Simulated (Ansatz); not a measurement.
Geometry optimisation, Ansatz 0.2.0, RHF/def2-SVP.

The input (input.yaml):

```yaml
crystal:
  periodic: [false, false, false]
  atoms:
    - { symbol: B, position_ang: [0.02638, -0.557276, -0.348431] }
    - { symbol: H, position_ang: [-0.011741, 0.272097, 1.899564] }
    - { symbol: F, position_ang: [1.131155, 0.079396, -0.560196] }
    - { symbol: F, position_ang: [-1.111682, 0.026167, -0.534088] }
    - { symbol: Br, position_ang: [0.078416, -2.478972, 0.178162] }
    - { symbol: H, position_ang: [0.023473, -0.426713, 2.024189] }
basis:
  gaussian: { orbitals: def2-SVP }
hamiltonian:
  xc: hf
relax:
  f_tol: 0.03
  max_steps: 50
```

Launched with:

```bash
$ ansatz run input.yaml --threads 1 --pin off --max-ram 2048MiB --backend cpu --events-out ev --progress --plain --runs-dir out
```

Task: Where does it end, and by what steps?

Result: The run converged. The force dipped under the threshold on the way, but the program's further checks kept it going. After 11 steps the energy has fallen by 0.244 eV; H6 moved furthest, 0.72 Å.

```tsv
step	energy less start (eV)	largest force component (eV/Å)	accepted
0	0.0000	1.561	yes
1	-0.1325	1.154	yes
2	-0.2007	0.790	yes
3	-0.2217	0.796	yes
4	-0.2337	0.489	yes
5	-0.2401	0.250	yes
6	-0.2422	0.215	yes
7	-0.2433	0.111	yes
8	-0.2436	0.073	yes
9	-0.2438	0.029	yes
10	-0.2419	0.224	no
11	-0.2439	0.018	yes
```

```xyz
6
Properties=species:S:1:pos:R:3
B 0.030 -0.721 -0.671
H -0.021 0.555 2.525
F 1.130 -0.052 -0.822
F -1.105 -0.108 -0.807
Br 0.080 -2.588 -0.260
H 0.020 -0.172 2.695
```

Whether the end is a true minimum wasn't checked by a vibrational analysis.

Run time: 23 s on 1 thread of Arm Neoverse V1, with other jobs on the host, peak memory 0.16 GiB.
